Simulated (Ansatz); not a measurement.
`[OH][K]` + CH₃OH → `C[O][K]` + H₂O at 500 K and 1 bar (ligand exchange at a K–O bond).

Isolated molecules relaxed with PBE0-D4/def2-TZVP in Ansatz; ΔE leaves out vibrations. CBS: MP2 limit from def2 TZ/QZ plus the TZ coupled-cluster correction, frozen cores. This one scheme is used for every species. For K outer-core shells are correlated without core-valence functions, which leaves a few kJ/mol of doubt a bond. Scalar relativity is left out up to krypton.

```json
{"species": "`[OH][K]`", "CCSD(T)/CBS energy (Eh)": "-675.23723", "H − E (kJ/mol)": "51.9", "S (J/(mol·K))": "261.0"}
{"species": "CH₃OH", "CCSD(T)/CBS energy (Eh)": "-115.61712", "H − E (kJ/mol)": "157.0", "S (J/(mol·K))": "265.4"}
{"species": "`C[O][K]`", "CCSD(T)/CBS energy (Eh)": "-714.47647", "H − E (kJ/mol)": "130.9", "S (J/(mol·K))": "313.3"}
{"species": "H₂O", "CCSD(T)/CBS energy (Eh)": "-76.37941", "H − E (kJ/mol)": "73.2", "S (J/(mol·K))": "206.3"}
```

H − E and S are ideal-gas, rigid-rotor, harmonic terms from PBE0-D4/def2-TZVP. 1 Eh = 2625.50 kJ/mol, R = 8.31446 J/(mol·K).

Task: By hand: ΔE, ΔH, ΔS and ΔG.

Result: ΔE = (-714.47647) + (-76.37941) − (-675.23723) − (-115.61712) = -0.00153 Eh = -4.0 kJ/mol. Δ(H − E) = 130.9 + 73.2 − 51.9 − 157.0 = -4.8, so ΔH = -8.8 kJ/mol. ΔS = 313.3 + 206.3 − 261.0 − 265.4 = -6.8 J/(mol·K). ΔG = -8.8 − 500 × (-6.8)/1000 = -5.4 kJ/mol.

Task: By hand: the equilibrium constant, and the temperature at which ΔG would vanish if ΔH and ΔS stayed fixed.

Result: log₁₀ K = −ΔG/(RT ln 10) = 0.6. ΔG = 0 at ΔH/ΔS = 1294 K, though so small a ΔH makes that figure unsure.

TΔS isn't small against ΔH here. The sign of ΔG lies within the doubt. A doubt of 5 kJ/mol in ΔE shifts log₁₀ K by 0.5 here. These are equilibria of isolated gas molecules and say nothing of rates. Largest T1 diagnostic: 0.012 (customary marks: 0.02 for closed shells, 0.045 for open ones).
